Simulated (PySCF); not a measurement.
Compound: C6H6NOP.
Cartesian coordinates in Å at the GFN2-xTB level; atoms count from 1:
```xyz
15
C6H6NOP angstrom
C      2.629    0.124    0.408
C      1.173    0.053    0.072
C      0.764   -0.067   -1.247
P     -0.881   -0.163   -1.790
C     -1.651   -0.071   -0.214
C     -3.106   -0.116   -0.246
O     -3.735   -0.206   -1.272
C     -0.946    0.038    0.980
N      0.357    0.100    1.125
H      2.963   -0.850    0.763
H      2.782    0.837    1.214
H      3.226    0.405   -0.455
H      1.530   -0.100   -2.011
H     -3.606   -0.060    0.739
H     -1.504    0.084    1.911
```

Computed, not measured: TDDFT CAM-B3LYP/def2-SVPD, vertical, gas phase, core orbitals frozen in the response in PySCF 2.14.0, density-fitted response routines. GFN2-xTB frequencies show an imaginary mode (51i cm⁻¹), so this geometry is no minimum at that level.

```
state  E (eV)  λ (nm)       f  main configurations (H = HOMO, L = LUMO)
   S1    3.56   348.7  0.0007                    H→L (55%), H-1→L (27%)
   S2    3.94   314.8  0.0085                    H-1→L (64%), H→L (32%)
   S3    4.56   271.8   0.098   H-2→L (54%), H-3→L (28%), H-2→L+1 (12%)
   S4    4.67   265.6  0.0021                H→L+1 (59%), H-1→L+1 (34%)
   S5    4.80   258.5   0.063   H-3→L (45%), H-2→L (39%), H-2→L+1 (12%)
   S6    4.91   252.8  0.0047                H-4→L (61%), H-1→L+1 (16%)
   S7    5.45   227.5  0.0003   H-1→L+1 (40%), H-4→L (31%), H→L+1 (19%)
   S8    5.96   207.9   0.016                H-5→L (61%), H-4→L+1 (21%)
```

Triplets, Tamm–Dancoff:

```json
{"state": "T1", "E (eV)": "3.07", "λ (nm)": "403.7", "main configurations (H = HOMO, L = LUMO)": "H-1→L (55%), H→L (24%)"}
{"state": "T2", "E (eV)": "3.11", "λ (nm)": "398.2", "main configurations (H = HOMO, L = LUMO)": "H-2→L (69%), H-3→L (18%)"}
{"state": "T3", "E (eV)": "3.32", "λ (nm)": "373.2", "main configurations (H = HOMO, L = LUMO)": "H→L (49%), H-1→L (27%), H-4→L (10%)"}
```

The lowest singlet comes at 349 nm (343 kJ/mol) in the ultraviolet; it is very weak; its leading configuration is HOMO→LUMO (55%). The most intense listed level is S3 at 4.56 eV (272 nm, f = 0.098), 1.01 eV above S1. Löwdin shares by element: HOMO oxygen 33%, nitrogen 31%, carbon 16% or more (atoms not listed hold the other 21%); LUMO carbon 34% or more, phosphorus 32% (atoms not listed hold the other 33%). Orbital energies (eV): HOMO-3 -9.54, HOMO-2 -9.24, HOMO-1 -9.18, HOMO -9.09, LUMO -1.79, LUMO+1 -0.61, LUMO+2 1.16. The oscillator strengths of these states sum to 0.193; summed over the whole spectrum of an exact calculation they would give the number of electrons, 72 (Thomas–Reiche–Kuhn). Of the 8 states listed, 3 reach f = 0.01 and 1 stays under 0.0005. No computed singlet lies in the visible range (380 to 750 nm); the lowest, at 349 nm, stands 0.29 eV above its violet end (3.26 eV); a Tamm–Dancoff triplet lies at 404 nm, without intensity as long as spin–orbit coupling is left out. The window holds the lowest 8 singlets.

One conformer stands for the species.
